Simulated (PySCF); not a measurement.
# Cu (copper, neutral): LC-wPBE calculation

Configuration: [Ar] 3d9 4s1 4p1, one real determinant (an excited configuration). Computed with PySCF 2.14 in aug-cc-pwCVDZ-PP with ECP10MDF (6s6p5d3f, 70 functions), with scalar relativity through the core potential.

```json
{
 "Total energy": "-197.1358 hartree",
 "One-electron energy": "-350.8263 hartree",
 "Hartree (Coulomb) energy": "172.4704 hartree",
 "Exchange-correlation energy": "-18.7798 hartree",
 "⟨S²⟩": "3.7508",
 "⟨L²⟩": "8.037",
 "Sum of ⟨r⟩": "20.68 bohr",
 "Sum of ⟨r²⟩": "39.12 bohr²",
 "Traceless quadrupole moment −½Σ⟨3z² − r²⟩ along its main axis": "-6.24 e·bohr²"
}
```

```
shell  electrons  mean orbital energy (hartree)  spread (hartree)  rms radius, mean of both spins (bohr)
 3s α          1                       -4.73306                 0                                  0.766
 3s β          1                       -4.68078                 0                                  0.766
 3p α          3                       -3.14591           0.07471                                  0.814
 3p β          3                       -3.09107           0.01063                                  0.814
 3d α          5                       -0.62747           0.08436                                   1.09
 3d β          4                       -0.58045           0.03073                                   1.09
 4s α          1                       -0.41069                 0                                   2.88
 4p α          1                       -0.20679                 0                                   3.87
```

⟨L²⟩ = 8.04 against 12 for a pure F term, so this real determinant mixes terms. Energies and moments cover only the electrons outside the core potential.
